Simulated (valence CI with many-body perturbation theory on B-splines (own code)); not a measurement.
Values are calculated unless marked as measured or tabulated.
**Basis-set convergence for Ce19+**

Level of theory: configuration interaction combined with many-body perturbation theory (CI+MBPT): three valence electrons over a frozen Dirac-Fock core [Kr], radial functions for each j: 7 s, 7 p, 8 d, 6 f, 4 g, 1 h, with the one-electron correlation potential Σ1 (screened to all orders), the two-electron term Σ2, the three-electron term Σ3, Breit, model QED; selected single and double excitations, second order for the rest, scaled by the run's own slope (own B-spline code, finite nucleus).

No measured levels were compared; by estimate terms of the open shell hold to 2 to 4 % of their energy, and close levels can change places. Only levels of the ground parity were solved; by the run's estimate the other parity begins above the list, which can be wrong where configurations are misplaced.

The reference run has the lowest level (4d3/2^3) J=3/2 and an ionisation energy of 544.239 eV. Its largest variational space holds 5465 state functions.

Levels are named by their leading jj configuration (3d3/2^4 stands for four electrons in 3d with j = 3/2), which in mixed levels can hold well under half, so a name can repeat and another be missing. Letters in brackets count levels of one name in rising energy.

Changed runs:
A. basis 6 s, 6 p, 5 d, 5 f, 1 g
B. basis 5 s, 5 p, 4 d, 4 f

Excitation energies of the reference run in cm⁻¹, and shifts in cm⁻¹:

| Level | Reference | A | B |
| --- | --- | --- | --- |
| (4d3/2^2 4d5/2) J=5/2 | 21046 | -69 | -193 |
| (4d3/2^2 4d5/2) J=7/2 | 34964 | -30 | -24 |
| (4d3/2^2 4d5/2) J=3/2 | 38950 | +55 | +442 |
| (4d3/2^2 4d5/2) J=9/2 | 41691 | +53 | +309 |
| (4d3/2^2 4d5/2) J=1/2 | 45574 | +20 | +399 |
| (4d3/2 4d5/2^2) J=7/2 [a] | 64906 | +100 | +449 |
| (4d3/2 4d5/2^2) J=9/2 | 68111 | +23 | +331 |
| (4d3/2 4d5/2^2) J=5/2 [a] | 68316 | -11 | +250 |
| (4d3/2 4d5/2^2) J=3/2 [a] | 78675 | +98 | +447 |
| (4d3/2 4d5/2^2) J=1/2 | 83283 | +132 | +808 |
| (4d3/2 4d5/2^2) J=11/2 | 87741 | +119 | +819 |
| (4d3/2 4d5/2^2) J=5/2 [b] | 95032 | +197 | +781 |
| Ionisation energy (eV) | 544.239 | -0.030 | -0.070 |
